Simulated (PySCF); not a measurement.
## Induced dipoles and field energies

Compound: C₃H₈N₂Si.
Geometry (GFN2-xTB, Å), atoms numbered from 1 in this order:
```
atom  x, y, z in Å
N1     2.0044    0.7964   -0.5092
C2     1.5569   -0.2993   -0.0932
C3     0.2677   -0.3709    0.6499
C4    -0.8467   -1.0107   -0.2041
Si5   -1.6769    0.7140   -0.2407
N6    -0.3836    0.9083    0.8786
H7     2.8832    0.7500   -1.0203
H8     2.0388   -1.2790   -0.2387
H9     0.4471   -0.9018    1.5960
H10   -1.3724   -1.8038    0.3179
H11   -0.4857   -1.4039   -1.1501
H12   -2.9693    0.8594    0.4258
H13   -1.6621    1.3486   -1.5604
H14    0.1979    1.6922    1.1264
```

Level: wB97X-D/def2-SVPD (PySCF); nuclei fixed, core orbitals frozen in the response. Permanent dipole (0.864, -1.457, -0.395) D (1 au = 2.5417 D). Static polarisability (au):

```
x   82.79 -1.85 -1.65
y   -1.85 73.98 -3.43
z   -1.65 -3.43 64.25
```

Only the terms in μ and α are kept: μ(F) = μ + αF and ΔE = −μ·F − ½ F·αF.

(1) Apply 0.001 au along ±x, ±y and ±z in turn. Tabulate induced and total dipoles and both energy terms.

(2) For the field (-0.0001, 0.0007, -0.0007) au, what is the induced dipole, and what angle does it make with the field?

(3) Which field along μ doubles the dipole in that direction (linear response)?

(4) What field makes μF equal to kT at 100 K?

(5) A unit point charge sits 7 Å away. Estimate the induction energy −αe²/2R⁴ with the mean polarisability, treating the molecule as a point.

## Answers

(1) 
| field along | induced x (D) | induced y (D) | induced z (D) | total size (D) | −μ·F (kJ/mol) | −½F·αF (kJ/mol) |
| --- | --- | --- | --- | --- | --- | --- |
| +x | 0.210 | -0.005 | -0.004 | 1.858 | -0.892 | -0.109 |
| −x | -0.210 | 0.005 | 0.004 | 1.640 | +0.892 | -0.109 |
| +y | -0.005 | 0.188 | -0.009 | 1.585 | +1.505 | -0.097 |
| −y | 0.005 | -0.188 | 0.009 | 1.900 | -1.505 | -0.097 |
| +z | -0.004 | -0.009 | 0.163 | 1.715 | +0.408 | -0.084 |
| −z | 0.004 | 0.009 | -0.163 | 1.778 | -0.408 | -0.084 |

(2) αF = (-0.021, 0.138, -0.120) D, at 4.1° to the field. The polarisability along this direction, F·αF/F², is 72.68 au, against a mean of 73.67 au.

(3) The polarisability along the dipole is 76.26 au, so F = 0.6843 au / 76.26 au = 0.0090 au = 0.46 V/Å; higher-order terms are ignored.

(4) kT = 0.3167 × 10⁻³ Eh, so F = 0.000463 au = 2.38 MV/cm.

(5) R = 13.23 bohr, so the energy is −73.7/(2 × 13.23⁴) Eh = -3.16 kJ/mol. The charge–dipole term at its most favourable orientation, −μe/R², is -10.3 kJ/mol.

Geometry: GFN2-xTB, one conformer, isolated molecule.

The run behind these numbers computed excited states as well. The run took 54 s of wall time on one thread, Arm Neoverse N1 (aarch64), shared host with 64 logical CPUs at a one-minute load of 61, and the process peaked at 0.78 GiB of memory.

Note: wB97X-D ran without an empirical dispersion term, which enters the total energy and its gradient alone.
